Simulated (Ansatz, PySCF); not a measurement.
C4H12O4Si, SMILES CO[Si](OC)(OC)OC.

Geometry optimised at B3LYP-D3(BJ)/def2-SVP. The isomer is the one that the SMILES or the coordinates give; other isomers of the formula were not compared. Other conformers were not sampled.

Vertical ionisation energy (IE) and electron affinity (EA) in eV. Rows of orbital energies are one-electron estimates. Where ΔSCF, EOM or ADC give a negative EA the extra electron is unbound and the value depends on the basis.

```json
[
 {"level": "−ε(HOMO), −ε(LUMO), CAM-B3LYP/def2-SVP (PySCF)", "IE": "9.32", "EA": "-2.59"},
 {"level": "ΔSCF, CAM-B3LYP/def2-SVPD (Ansatz), final states of multiplicity 2 and 2", "IE": "[?]", "EA": "[?]"}
]
```

Q: Some entries are withheld; supply them. (Estimate from the structure and the level; the computed values follow.)

A: 
- ΔSCF, CAM-B3LYP/def2-SVPD (Ansatz, a program for electronic structure), final states of multiplicity 2 and 2, IE: 10.27
- ΔSCF, CAM-B3LYP/def2-SVPD (Ansatz), final states of multiplicity 2 and 2, EA: -1.64

Q: What vertical singlet–triplet gap does ΔSCF give with CAM-B3LYP/def2-SVPD (Ansatz)? (An estimate is asked for; the answer gives what the named calculation found.)

A: 7.83 eV (triplet above singlet where positive).
